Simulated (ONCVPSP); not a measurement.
# Transferability test, ONCV potential for cobalt (Co)

ONCVPSP 4.0.1 input, shortened (lines: element, Z, core and valence counts, functional; n l f; lmax; l rc ep ncon nbas qcut; lloc lpopt rc5 dvloc0; l nproj debl; icmod fcfact rcfact), PBE, fully relativistic:

```
  Co 27.00    5    2        4      upf
    1    0    2.00
    2    0    2.00
    2    1    6.00
    3    0    2.00
    3    1    6.00
    3    2    7.00
    4    0    2.00
    2
    0    2.50    0.00    4    9    2.80
    1    2.10    0.31    3    7    4.00
    2    1.25    0.00    5    9   15.00
    4    5    1.15    6.00
    0    2    3.50
    1    2    1.60
    2    2    1.20
    0    0.00    0.00
```

Open shells are filled in proportion to 2j + 1.

Energies are relative to the spin-unpolarised reference configuration 3d7 4s2; without spin polarisation the order of configurations can differ from experiment.

| valence configuration | charge | ΔE all-electron (eV) | error AE − PS (meV) |
| --- | --- | --- | --- |
| 3d7 4s1 | +1 | 9.031 | +3.7 |
| 3d7 4s0 | +2 | 25.816 | +49 |
| 3d6 4s0 | +3 | 61.686 | +63 |

Q: What are ΔE and the potential's error for 3d5 4s0?

A: ΔE = 117.036 eV all-electron; the error (AE − PS) is -386 meV.

Note: no bound ghost flagged; GHOST(+) flagged for s at 93.8 eV.
